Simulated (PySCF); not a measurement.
Members of one family of related compounds. Level of theory: PySCF 2.14.0, density-fitted response routines, TDDFT CAM-B3LYP/def2-SVPD, vertical, gas phase, core orbitals frozen in the response. Geometries: GFN2-xTB; one conformer of each isolated species. Triplets are in the Tamm–Dancoff approximation.

Task: Rank by computed HOMO energy, lowest first.
A. `[SiH3]CC1=CC=C(Cl)[SiH2]1`
B. `C#CC1=CC=C(Cl)[SiH2]1`
C. `[SiH3]OC1=CC=C(Cl)[SiH2]1`
D. `O=C(O)C1=CC=C(Cl)[SiH2]1`

Result: D (-8.23 eV), B (-7.57 eV), A (-7.41 eV), C (-7.29 eV).

| SMILES | HOMO (eV) | T1 (eV) | α (au) | first f ≥ 0.01 (nm) | S1 (eV) | S1 mainly |
| --- | --- | --- | --- | --- | --- | --- |
| O=C(O)C1=CC=C(Cl)[SiH2]1 | -8.23 | 2.19 | 107.2 | 327 | 3.79 | H→L (97%) |
| C#CC1=CC=C(Cl)[SiH2]1 | -7.57 | 2.04 | 114.1 | 342 | 3.63 | H→L (96%) |
| [SiH3]CC1=CC=C(Cl)[SiH2]1 | -7.41 | 2.28 | 125.6 | 325 | 3.81 | H→L (98%) |
| [SiH3]OC1=CC=C(Cl)[SiH2]1 | -7.29 | 2.19 | 115.3 | 334 | 3.71 | H→L (98%) |

H and L stand for HOMO and LUMO.

- `O=C(O)C1=CC=C(Cl)[SiH2]1`: Löwdin shares by element: HOMO carbon 57% or more, chlorine 18% (atoms not listed hold the other 25%); LUMO carbon 65% or more (atoms not listed hold the other 35%).
- `C#CC1=CC=C(Cl)[SiH2]1`: Löwdin shares by element: HOMO carbon 60% or more (atoms not listed hold the other 40%); LUMO carbon 65% or more (atoms not listed hold the other 35%).
- `[SiH3]CC1=CC=C(Cl)[SiH2]1`: Löwdin shares by element: HOMO carbon 54% or more, chlorine 15% (atoms not listed hold the other 31%); LUMO carbon 68% or more (atoms not listed hold the other 32%).
- `[SiH3]OC1=CC=C(Cl)[SiH2]1`: Löwdin shares by element: HOMO carbon 54% or more, chlorine 14% (atoms not listed hold the other 31%); LUMO carbon 68% (atoms not listed hold the other 32%).
